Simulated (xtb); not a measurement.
xtb input (GFN2-xTB):

```bash
xtb mol.xyz --gfn 2 --sp --chrg -1 --uhf 0
```
mol.xyz:
```
10

Si    -0.03346522     0.12575157    -0.06537641
O     -0.48072708    -0.99813735    -1.25834980
O      1.60428795    -0.09973126     0.31036219
N     -0.28060602     1.70684453    -0.42029568
N     -0.72637640    -0.69136217     1.37321379
H     -0.54447116    -1.86539517    -0.84585296
H      2.04026593     0.69282565    -0.01966140
H     -1.05061114     1.93947623    -1.03576707
H     -0.22169066    -0.42405007     2.21076523
H     -1.69458970    -0.42880644     1.51925983
```

Output:

```
           -------------------------------------------------
          |                Calculation Setup                |
           -------------------------------------------------

           -------------------------------------------------
          |                 G F N 2 - x T B                 |
           -------------------------------------------------

        Reference                      10.1021/acs.jctc.8b01176
      * Hamiltonian:
        H0-scaling (s, p, d)           1.850000    2.230000    2.230000
        zeta-weighting                 0.500000
      * Dispersion:
        s8                             2.700000
        a1                             0.520000
        a2                             5.000000
        s9                             5.000000
      * Repulsion:
        kExp                           1.500000    1.000000
        rExp                           1.000000
      * Coulomb:
        alpha                          2.000000
        third order                    shell-resolved
        anisotropic                    true
        a3                             3.000000
        a5                             4.000000
        cn-shift                       1.200000
        cn-exp                         4.000000
        max-rad                        5.000000

          ...................................................
          :                      SETUP                      :
          :.................................................:
          :  # basis functions                  31          :
          :  # atomic orbitals                  30          :
          :  # shells                           16          :
          :  # electrons                        32          :
          :  max. iterations                   250          :
          :  Hamiltonian                  GFN2-xTB          :
          :  restarted?                      false          :
          :  GBSA solvation                  false          :
          :  PC potential                    false          :
          :  electronic temp.          300.0000000     K    :
          :  accuracy                    1.0000000          :
          :  -> integral cutoff          0.2500000E+02      :
          :  -> integral neglect         0.1000000E-07      :
          :  -> SCF convergence          0.1000000E-05 Eh   :
          :  -> wf. convergence          0.1000000E-03 e    :
          :  Broyden damping             0.4000000          :
          :  net charge                         -1          :
          :  unpaired electrons                  0          :
          ...................................................

 iter      E             dE          RMSdq      gap      omega  full diag
   1    -18.6433776 -0.186434E+02  0.735E+00    7.43       0.0  T
   2    -18.6690480 -0.256704E-01  0.577E+00    6.66       1.0  T
   3    -18.6711212 -0.207315E-02  0.243E+00    6.97       1.0  T
   4    -18.6693063  0.181489E-02  0.133E+00    6.63       1.0  T
   5    -18.6723846 -0.307830E-02  0.535E-01    6.91       1.0  T
   6    -18.6724672 -0.826177E-04  0.125E-01    6.94       1.0  T
   7    -18.6724738 -0.660883E-05  0.462E-02    6.96       1.0  T
   8    -18.6724736  0.155211E-06  0.176E-02    6.96       1.8  T
   9    -18.6724757 -0.206559E-05  0.562E-03    6.95       5.6  T
  10    -18.6724760 -0.309684E-06  0.129E-03    6.95      24.5  T
  11    -18.6724760 -0.319730E-09  0.852E-04    6.95      37.1  T
  12    -18.6724760 -0.479249E-08  0.189E-04    6.95     166.9  T

   *** convergence criteria satisfied after 12 iterations ***

         #    Occupation            Energy/Eh            Energy/eV
      -------------------------------------------------------------
         1        2.0000           -0.5336297             -14.5208
       ...           ...                  ...                  ...
        10        2.0000           -0.2578298              -7.0159
        11        2.0000           -0.2328231              -6.3354
        12        2.0000           -0.2275732              -6.1926
        13        2.0000           -0.2196798              -5.9778
        14        2.0000           -0.1857437              -5.0543
        15        2.0000           -0.1336145              -3.6358
        16        2.0000           -0.1079909              -2.9386 (HOMO)
        17                          0.1474813               4.0132 (LUMO)
        18                          0.1520628               4.1378
        19                          0.1934182               5.2632
        20                          0.2386906               6.4951
        21                          0.3335903               9.0775
       ...                                ...                  ...
        30                          1.0549388              28.7063
      -------------------------------------------------------------
                  HL-Gap            0.2554722 Eh            6.9518 eV
             Fermi-level            0.0197452 Eh            0.5373 eV

 SCC (total)                   0 d,  0 h,  0 min,  0.007 sec
 SCC setup                      ...        0 min,  0.000 sec (  1.542%)
 Dispersion                     ...        0 min,  0.000 sec (  0.830%)
 classical contributions        ...        0 min,  0.000 sec (  0.357%)
 integral evaluation            ...        0 min,  0.001 sec ( 16.409%)
 iterations                     ...        0 min,  0.003 sec ( 48.967%)
 molecular gradient             ...        0 min,  0.002 sec ( 29.882%)
 printout                       ...        0 min,  0.000 sec (  1.857%)

         :::::::::::::::::::::::::::::::::::::::::::::::::::::
         ::                     SUMMARY                     ::
         :::::::::::::::::::::::::::::::::::::::::::::::::::::
         :: total energy             -18.530797143172 Eh    ::
         :: gradient norm              0.026749613964 Eh/a0 ::
         :: HOMO-LUMO gap              6.951752565259 eV    ::
         ::.................................................::
         :: SCC energy               -18.672469233551 Eh    ::
         :: -> isotropic ES            0.254172021065 Eh    ::
         :: -> anisotropic ES         -0.001742147918 Eh    ::
         :: -> anisotropic XC         -0.002180405560 Eh    ::
         :: -> dispersion             -0.006362229292 Eh    ::
         :: repulsion energy           0.141672090378 Eh    ::
         :: add. restraining           0.000000000000 Eh    ::
         :: total charge              -1.000000000000 e     ::
         :::::::::::::::::::::::::::::::::::::::::::::::::::::

           -------------------------------------------------
          |                Property Printout                |
           -------------------------------------------------

    * Orbital Energies and Occupations

         #    Occupation            Energy/Eh            Energy/eV
      -------------------------------------------------------------
         1        2.0000           -0.5336297             -14.5208
       ...           ...                  ...                  ...
         4        2.0000           -0.3801120             -10.3434
         5        2.0000           -0.3422852              -9.3141
         6        2.0000           -0.3281055              -8.9282
         7        2.0000           -0.3094544              -8.4207
         8        2.0000           -0.3035028              -8.2587
         9        2.0000           -0.2658398              -7.2339
        10        2.0000           -0.2578298              -7.0159
        11        2.0000           -0.2328231              -6.3354
        12        2.0000           -0.2275732              -6.1926
        13        2.0000           -0.2196798              -5.9778
        14        2.0000           -0.1857437              -5.0543
        15        2.0000           -0.1336145              -3.6358
        16        2.0000           -0.1079909              -2.9386 (HOMO)
        17                          0.1474813               4.0132 (LUMO)
        18                          0.1520628               4.1378
        19                          0.1934182               5.2632
        20                          0.2386906               6.4951
        21                          0.3335903               9.0775
        22                          0.3358510               9.1390
        23                          0.3437768               9.3546
        24                          0.3865341              10.5181
        25                          0.4015741              10.9274
        26                          0.4382212              11.9246
        27                          0.6038069              16.4304
       ...                                ...                  ...
        30                          1.0549388              28.7063
      -------------------------------------------------------------
                  HL-Gap            0.2554722 Eh            6.9518 eV
             Fermi-level            0.0197452 Eh            0.5373 eV

     #   Z          covCN         q      C6AA      α(0)
     1  14 Si       3.210     0.566   135.270    24.369
     2   8 O        1.572    -0.587    24.901     6.733
     3   8 O        1.572    -0.590    24.969     6.743
     4   7 N        1.682    -0.613    37.974     9.104
     5   7 N        2.537    -0.479    32.712     8.494
     6   1 H        0.816     0.249     0.895     1.485
     7   1 H        0.828     0.242     0.919     1.504
     8   1 H        0.862     0.056     2.259     2.354
     9   1 H        0.861     0.083     1.957     2.191
    10   1 H        0.861     0.072     2.079     2.259

 Mol. C6AA /au·bohr⁶  :       1535.055516
 Mol. C8AA /au·bohr⁸  :      47129.469143
 Mol. α(0) /au        :         65.236256

Wiberg/Mayer (AO) data.
largest (>0.10) Wiberg bond orders for each atom

 ---------------------------------------------------------------------------
     #   Z sym  total        # sym  WBO       # sym  WBO       # sym  WBO
 ---------------------------------------------------------------------------
     1  14 Si   4.326 --     4 N    1.686     2 O    0.910     3 O    0.895
                             5 N    0.835
     2   8 O    1.972 --     6 H    0.927     1 Si   0.910
     3   8 O    1.966 --     7 H    0.940     1 Si   0.895
     4   7 N    2.836 --     1 Si   1.686     8 H    0.976
     5   7 N    2.989 --    10 H    1.001     9 H    0.999     1 Si   0.835
     6   1 H    0.938 --     2 O    0.927
     7   1 H    0.941 --     3 O    0.940
     8   1 H    0.997 --     4 N    0.976
     9   1 H    0.993 --     5 N    0.999
    10   1 H    0.995 --     5 N    1.001
 ---------------------------------------------------------------------------

Topologies differ in total number of bonds
Writing topology from bond orders to xtbtopo.mol

molecular dipole:
                 x           y           z       tot (Debye)
 q only:       -0.006      -0.478       0.261
   full:       -0.113      -1.010       0.563       2.953
molecular quadrupole (traceless):
                xx          xy          yy          xz          yz          zz
 q only:        2.426       2.164      -1.723      -1.614       1.730      -0.703
  q+dip:        3.335       1.656      -3.459      -2.195       1.856       0.123
   full:        4.757       2.343      -5.494      -2.136       2.261       0.737

           -------------------------------------------------
          | TOTAL ENERGY              -18.530797143172 Eh   |
          | GRADIENT NORM               0.026749613964 Eh/α |
          | HOMO-LUMO GAP               6.951752565259 eV   |
           -------------------------------------------------

------------------------------------------------------------------------
------------------------------------------------------------------------
Note: The following floating-point exceptions are signalling: IEEE_UNDERFLOW_FLAG IEEE_DENORMAL
normal termination of xtb
 total:
 SCF:
```

It need not be the lowest isomer of its formula. Whether it binds its extra electron was not tested at this geometry.
